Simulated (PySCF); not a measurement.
**Assignment exercise: C$_{4}$H$_{9}$F$_{3}$N$_{2}$Si**

Mapped SMILES: `[CH2:1]=[C:2]([CH3:3])[Si:4]([NH2:5])([NH2:6])[C:7]([F:8])([F:9])[F:10]`; H(Xn) means a hydrogen on atom n. Ha(C1) is cis to C3; Hb(C1) is trans to C3.

PySCF calculation with shielding tensors at PBE0/pcSseg-1 (GIAO) and coordinates at the GFN2-xTB level; a single conformation, rapidly exchanging positions averaged, non-relativistic, isolated molecule.

References, each an isolated molecule treated in the same way: 13C (σ = 186.93 ppm), 1H (σ = 31.72 ppm) against TMS.

(1) Assign these signals to the numbered atoms. 13C{1H} NMR (computed): δ 152.8 (C), 138.3 (C), 134.6 (CH2), 25.8 (CH3).

(2) Assign these signals to the numbered atoms. 1H NMR (400 MHz, computed): δ 6.09 (br s, 1H), 5.83 (br s, 1H), 2.03 (s, 3H), 0.88 (br s, 4H).

Answers

(1) 
152.8 → C2, fully substituted alkene carbon: as expected for a trigonal carbon in a double bond
138.3 → C7, CF3 carbon: 3 electronegative neighbours deshield it
134.6 → C1, terminal =CH2 carbon: the olefinic region
25.8 → C3, allylic methyl carbon: a saturated carbon with 1 carbon neighbour and no heteroatom attached

(2) 
6.09 → Ha(C1), hydrogen on a terminal =CH2 carbon: olefinic region
5.83 → Hb(C1), hydrogen on a terminal =CH2 carbon
2.03 → H(C3), hydrogen on an allylic methyl carbon: allylic position
0.88 → H(N5)/H(N6), hydrogen on a nitrogen bonded to Si: exchangeable, gas-phase position

Exchangeable OH/NH protons stand at their gas-phase positions; hydrogen bonding in a real sample shifts them, mostly to higher δ. Splittings by 19F in the carbon and heteronuclear signals aren't shown, as no couplings were computed. Shifts are as computed. Against solution values, carbons near 30 ppm lie about +3 ppm off and those near 130 ppm about +5 ppm. Of 1211 compounds with measured shifts, 218 miss one by over three times the rms of a fit or turn the order of signals round; such compounds aren't used in these exercises. No couplings were computed; multiplicities are counted from neighbouring protons, with m where these are inequivalent, close in shift, in a saturated or five-membered ring or joined by F or P, and br s for small geminal =CH2 splittings.
